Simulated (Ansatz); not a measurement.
```yaml
crystal:
  periodic: [false, false, false]
  atoms:
    - {symbol: O, position_ang: [0.225423, -0.917850, -3.001088]}
    - {symbol: C, position_ang: [-0.023926, -0.663446, -1.835025]}
    - {symbol: N, position_ang: [-0.324853, -0.429055, -0.637731]}
    - {symbol: Si, position_ang: [-0.130127, 0.253205, 0.999273]}
    - {symbol: Cl, position_ang: [1.678680, 1.405629, 1.118547]}
    - {symbol: H, position_ang: [-1.326936, 1.191730, 1.292351]}
    - {symbol: H, position_ang: [-0.034002, -0.911614, 2.015688]}
basis:
  gaussian: {orbitals: def2-mTZVPP}
hamiltonian: {xc: {name: HF}, dispersion: rvv10}
accuracy: high
scf: {lower_state_search: light}
output: {forces: true}
```

```sh
$ ansatz run in.yaml --threads 2 --pin off --events-out ev --progress --plain --max-ram 32768MiB --backend cpu
```

Question: How does Ansatz answer? (Best estimate.)

Answer: Ansatz gave: The input was rejected before any iteration.
```
Error: inconsistent input (hamiltonian.dispersion, hamiltonian.xc): `dispersion: rvv10` has no transferable b for PBE exchange — Sabatini et al. (2013) fitted b=6.3 to rPW86, and the PBE refits of Peng & Perdew (2017) are task-dependent (b=6.6 S22 / b=10.0 layered). Use `xc: {exchange: rpw86, correlation: pbe}` for the original rVV10 or `xc: r2scan` for the r²SCAN+rVV10 pairing
```
